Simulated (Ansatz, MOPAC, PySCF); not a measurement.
Pair of molecules: aminoborane (SMILES BN) (first 6 atoms) with aminoborane (SMILES BN); geometry from B3LYP-D3(BJ)/def2-TZVP, rigid monomers moved along the line of their centres of mass till H5···N8 is 2.81 Å.
(charge 0, multiplicity 1):
```xyz
12

B     -0.78388     0.35518    -0.29068
N      0.43003    -0.19948     0.07792
H     -1.08857     0.40513    -1.44203
H     -1.50936     0.78107     0.56006
H      0.73146    -0.26955     1.03819
H      1.08552    -0.57989    -0.58495
B      0.25964    -0.71776     4.36736
N     -0.00262     0.44495     3.65367
H     -0.45141    -1.66218     4.21351
H      1.19925    -0.74645     5.10132
H      0.54032     1.28763     3.75396
H     -0.79253     0.55470     3.03607
```

Counterpoise-corrected where a basis set is named; no monomer relaxation. Rows marked so take none.

Frozen-core correlation. Rows in 3-21G, 6-31G* carry no dispersion term and start afresh at each structure (6-31G* with six Cartesian d functions). The state reached by PM7 isn't checked; PM7 holds dispersion and hydrogen-bond terms.

Programs: Ansatz (a quantum-chemistry and plane-wave program); MOPAC for PM7 (differences of heats of formation); PySCF for 3-21G rows, 6-31G* rows, the dispersion terms. Each number belongs to the level named beside it.

```csv
level,interaction energy (kcal/mol)
PM7,-3.26
HF/6-31G*,-1.10
PBE-D3(BJ)/def2-TZVPPD,-2.68
B3LYP/3-21G (no counterpoise),-3.25
B3LYP-D4/def2-TZVPPD,-2.32
PBE0-D3(BJ)/def2-TZVPPD,-2.52
M06-2X/6-31G* (no counterpoise),-2.96
wB97X-V/def2-TZVPPD,-2.26
CCSD(T)/aug-cc-pVDZ,(withheld)
```

Question: What belongs in the gaps?

Answer: 
- CCSD(T)/aug-cc-pVDZ, interaction energy (kcal/mol): -2.15
